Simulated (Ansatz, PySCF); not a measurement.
C4H14AlNSi, singlet, at a GFN2-xTB geometry (such geometries of metal compounds can be far from the true shape), atoms displaced at random by about 0.08 Å a coordinate. Base run: PBE/STO-3G, gradient (PySCF).

PySCF was given this input:
```python
from pyscf import gto, scf, dft

mol = gto.Mole()
mol.atom = '''
    Si   -0.390859   -0.427426   -1.258676
    N    -1.671336    0.269453   -0.188161
    C    -2.879255    0.598312   -0.754586
    C    -1.697604   -0.019734    1.255921
    Al    1.612795   -0.069944    0.287518
    C     1.813035    1.545613    1.497449
    C     2.955330   -1.548255   -0.044647
    H    -0.789001   -1.850181   -1.774199
    H    -0.569319    0.578097   -2.348906
    H    -3.690557   -0.245739   -0.639496
    H    -3.035998    0.878434   -1.842565
    H    -3.267873    1.334141   -0.010207
    H    -0.642245   -0.283391    1.649216
    H    -2.130503    0.677580    1.780592
    H    -2.359555   -0.896673    1.387303
    H     2.721739    2.068532    1.221384
    H     0.923064    2.168450    1.383073
    H     1.868288    1.284390    2.462848
    H     2.776405   -2.071702   -0.719182
    H     3.003213   -2.205394    0.858296
    H     3.802696   -1.089318   -0.141094
'''
mol.basis = 'sto-3g'
mol.charge = 0
mol.spin = 0
mol.verbose = 4
mol.build()

mf = dft.RKS(mol)
mf.xc = 'pbe'
mf.kernel()
g = mf.nuc_grad_method()
grad = g.kernel()
```

Programs used: Ansatz (a program for electronic structure), PySCF; a row that names a program was run with it.

The coordinate followed is y of atom 6.

The base run was repeated with changes; each row names its change, and settings that it needs were set with it.

| change | dE/dx (Eh/bohr) | net force (Eh/bohr) |
|---|---|---|
| base | 0.020842 | 0.000046 |
| grids.level = 5; grid_response = off | 0.020827 | 0.000010 |
| code = ansatz | 0.020822 | 0.000000 |
| finite difference step (bohr) = 1e-4; conv_tol = 1e-11 | 0.020852 | - |
| grids.level = 1; grid_response = on | 0.020721 | 0.000000 |
| conv_tol = 1e-6 | 0.020842 | 0.000046 |
| finite difference step (bohr) = 0.01; conv_tol = 1e-11 | 0.020853 | - |
| grids.level = 5; grid_response = on | 0.020823 | 0.000000 |
| conv_tol = 1e-11 | 0.020842 | 0.000046 |
| finite difference step (bohr) = 1e-3; conv_tol = 1e-11 | 0.020852 | - |
| grids.level = 0; grid_response = on | 0.023294 | 0.000000 |
| finite difference step (bohr) = 0.05; conv_tol = 1e-11 | 0.020878 | - |

The net force is zero for an exact gradient.
